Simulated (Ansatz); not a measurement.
A series at Si: from `O[Si](O)(O)F`, ligands are replaced one by one, each step taking up HCl and setting free H₂O; n counts the steps. Ansatz, PBE0-D4/def2-TZVP geometries. Each molecule was computed in one conformer, which needn't be the lowest.

CBS adds triple-zeta CCSD(T) − MP2 to the MP2 limit, frozen cores; atoms without spin–orbit coupling. 

```tsv
n	molecule	atomization energy, CCSD(T)/CBS (kJ/mol)
0	`O[Si](O)(O)F`	?
1	`O[Si](O)(F)Cl`	2903.6
2	`O[Si](F)(Cl)Cl`	2358.4
3	`F[Si](Cl)(Cl)Cl`	1812.6
```

Question: By hand: fit a straight line y = ȳ + b (n − n̄) to the 3 given rows and predict n = 0.

Answer: n̄ = 2.000, ȳ = 2358.20; Σ(n − n̄)(y − ȳ) = -1091.00, Σ(n − n̄)² = 2.000, so b = -545.50 kJ/mol a step. Prediction: 2358.20 + (-545.50) × (-2.000) = 3449.2 kJ/mol.

Question: By hand: compare with the computed value, 3446.9 kJ/mol, and give the steps along the whole series.

Answer: The line misses by -2.3 kJ/mol (computed minus predicted). Steps: -543.3, -545.2, -545.8 kJ/mol.

The steps differ by at most 2.5 kJ/mol, 0.5 % of a mean step, so the ligands' effects nearly add and a line is close. The miss is 0.1 % of the series' range. The energies themselves are unsure by some kJ/mol a bond, though much of that is common to the series.
